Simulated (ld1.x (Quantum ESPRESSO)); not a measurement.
# tin (Sn) ultrasoft: all-electron and pseudo phase curves

* Element: tin
* Generator: ld1.x (Quantum ESPRESSO) 7.5
* Type: ultrasoft
* Functional: LDA (PZ)
* Relativity: scalar-relativistic
* Frozen core: [Kr]
* Valence charge: 14
* Reference configuration: 4d10 5s2 5p2
* Partial waves: 5s (bound): rcut 1.80, rcutus 2.25 bohr; 5s channel at -0.3 Ry: rcut 1.80, rcutus 2.25 bohr; 5p (bound): rcut 1.80, rcutus 2.10 bohr; 5p channel at 0.3 Ry: rcut 1.80, rcutus 2.10 bohr; 4d (bound): rcut 1.45, rcutus 1.60 bohr; 4d channel at 0.05 Ry: rcut 1.45, rcutus 1.60 bohr
* Local potential: all-electron potential smoothed inside 2.10 bohr (lloc = -1)
* Core correction: a·sin(br)/r model core inside 1.65 bohr
* Augmentation charge: PSQ, inside the norm-conserving radii

The phase is arctan(r·u′/u) with u = r·R(r), unwrapped; energies in Ry, scanned from -4 to 5 Ry. A pole is an energy at which the radial function vanishes at the test radius. The pseudo phase is shifted by a multiple of π to meet the all-electron one at the reference energy, and phase errors are pseudo minus all-electron; the curves can meet again beyond the range given. Levels narrower than the energy grid can be missing from the lists of poles.

```tsv
channel	radius (bohr)	reference energy (Ry)	poles, all-electron	poles, pseudo	unbroken range about the reference energy with phases within 0.05 rad	phase error 1 Ry above the reference energy (rad)
s	2.44	-0.79	1.08	1.08, 3.40	below 3.0	-0.000
p	2.44	-0.28	2.49	2.37, 3.58	below 2.9	-0.000
d	2.44	-1.90	-1.78	-1.78	the whole range	+0.000
```

Phases in the d channel:

```
E (Ry)  all-electron  pseudo
 -4.00         1.356   1.356
 -3.76         1.347   1.347
 -3.52         1.337   1.337
 -3.28         1.325   1.325
 -3.04         1.309   1.309
 -2.80         1.286   1.286
 -2.56         1.250   1.250
 -2.32         1.173   1.173
 -2.08         0.774   0.774
 -1.84        -1.482  -1.482
 -1.60        -1.700  -1.700
 -1.36        -1.766  -1.766
 -1.12        -1.806  -1.806
 -0.88        -1.839  -1.839
 -0.64        -1.870  -1.870
 -0.40        -1.904  -1.904
 -0.16        -1.942  -1.942
  0.08        -1.989  -1.989
  0.32        -2.049  -2.049
  0.56        -2.129  -2.129
  0.80        -2.242  -2.242
  1.04        -2.410  -2.410
  1.28        -2.668  -2.668
  1.52        -3.046  -3.046
  1.76        -3.488  -3.487
  2.00        -3.856  -3.855
  2.24        -4.104  -4.103
  2.48        -4.265  -4.265
  2.72        -4.374  -4.373
  2.96        -4.451  -4.451
  3.20        -4.509  -4.508
  3.44        -4.553  -4.553
  3.68        -4.589  -4.588
  3.92        -4.619  -4.618
  4.16        -4.644  -4.643
  4.40        -4.666  -4.665
  4.64        -4.686  -4.685
  4.88        -4.704  -4.702
```
